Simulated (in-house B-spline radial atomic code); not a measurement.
Binding energies in Er+

NIST's tabulated ground configuration is [Xe] 4f12 6s1; each binding energy is the energy of the ion with one electron taken from that subshell, relaxed, less that of the parent. Level of theory: Dirac-Kohn-Sham PBE0, spherical fractional occupations, Fermi nucleus of rms radius 5.2516 fm; calculated with a radial B-spline atomic code at the basis-set limit. Energies include first-order Breit, QED and recoil terms.

Caution: exact exchange at fractional occupations of open shells leaves self-interaction of up to several eV.

```tsv
subshell	X-ray name	binding energy (eV)	-ε (eV)	relaxation (eV)
1s	K	57630.4	57435.2	-429.0
2s	L1	9722.2	9682.3	-70.6
2p1/2	L2	9280.5	9217.7	-92.3
2p3/2	L3	8370.5	8300.2	-89.7
3s	M1	2199.7	2188.7	-17.0
3p1/2	M2	1997.8	1984.8	-18.6
3p3/2	M3	1807.6	1791.2	-19.8
3d3/2	M4	1465.8	1443.4	-24.5
3d5/2	M5	1424.9	1401.2	-25.0
4s	N1	450.1	444.2	-7.2
4p1/2	N2	368.3	362.3	-7.2
4p3/2	N3	326.3	318.6	-8.4
4d3/2	N4	191.5	183.6	-8.2
4d5/2	N5	184.1	175.6	-8.6
5s	O1	67.27	61.68	-5.78
5p1/2	O2	44.19	38.90	-5.41
5p3/2	O3	39.03	33.43	-5.65
4f	N6,7	19.84	11.67	-8.05
6s	P1	11.36	8.90	-2.47
```

Relaxation = -ε minus the binding energy without Breit, QED and recoil terms. With a density functional, K lines can miss by some tenths of a per cent, more in light atoms. For a density functional the relaxation so defined is negative, because -ε of a Kohn-Sham level is smaller than the binding energy.

Emission lines follow as differences of binding energies, with λ = 12398.42 eV·Å / E:

| line | holes | energy (eV) | wavelength (Å) |
| --- | --- | --- | --- |
| K-L3 | 1s → 2p3/2 | 49259.9 | 0.25169 |
| K-L2 | 1s → 2p1/2 | 48349.9 | 0.25643 |
| K-M3 | 1s → 3p3/2 | 55822.8 | 0.2221 |
| L3-M5 | 2p3/2 → 3d5/2 | 6945.6 | 1.7851 |
| L2-M4 | 2p1/2 → 3d3/2 | 7814.7 | 1.5866 |
| L1-M3 | 2s → 3p3/2 | 7914.6 | 1.5665 |
| L3-M1 | 2p3/2 → 3s | 6170.8 | 2.0092 |
| L2-N4 | 2p1/2 → 4d3/2 | 9089.0 | 1.3641 |

(1) What screening constant σ does Moseley's law, E = (3/4)·13.6057 eV·(Z - σ)², need for K-L3?

Moseley's non-relativistic formula needs a falling, then negative, screening constant for heavy elements, because relativity binds the 1s electron more strongly than the formula allows.

(2) What does it cost to remove both a 4s and a 4p1/2 electron?

(3) What does it cost to remove both a 5s and a 6s electron?

(4) What does it cost to remove both a 3p3/2 and a 5p1/2 electron?

Answers

(1) σ = -1.48.

(2) 839.99 eV, which is 21.56 eV more than the two single binding energies together.

(3) 86.888 eV, which is 8.26 eV more than the two single binding energies together.

(4) 1866.5 eV, which is 14.7 eV more than the two single binding energies together.
